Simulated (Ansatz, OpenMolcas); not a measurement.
**Si2H4F2 (SMILES F[SiH](F)[SiH3]): the vertical ionisation energy, rung by rung**

Si2H4F2: 8 atoms, total charge 0, spin state singlet. As SMILES, `F[SiH](F)[SiH3]`. Geometry: relaxed at PBE0-D4/def2-TZVP.

Quantity: the vertical ionisation energy (to the doublet cation), in eV. The values are calculated.

```tsv
level	kind	program	value (eV)	less CCSD(T)/cc-pVDZ	CPU time (all runs)
SVWN5/cc-pVDZ	LDA	OpenMolcas	10.45	-0.35	56 s
r2SCAN/cc-pVDZ	meta-GGA	OpenMolcas	10.59	-0.21	2.1 min
BHLYP/cc-pVDZ	global hybrid	Ansatz	10.97	+0.17	13 s
M06-2X/cc-pVDZ	hybrid meta-GGA	OpenMolcas	10.91	+0.11	1.8 min
wB97X/cc-pVDZ	range-separated hybrid	Ansatz	10.89	+0.09	49 s
B2PLYP/cc-pVDZ	double hybrid	Ansatz	10.75	-0.05	19 s
RPA@PBE0/cc-pVDZ	RPA	Ansatz	10.82	+0.02	21 s
CCSD(T)/cc-pVDZ	coupled cluster or CI	Ansatz	10.80	0.00	47 s
```

CCSD(T)/cc-pVDZ is the highest level here, not the true value. The values span 10.45 to 10.97 eV. Times are those of the runs behind each value, whatever else they computed, on shared processors of several kinds: orders of magnitude only.
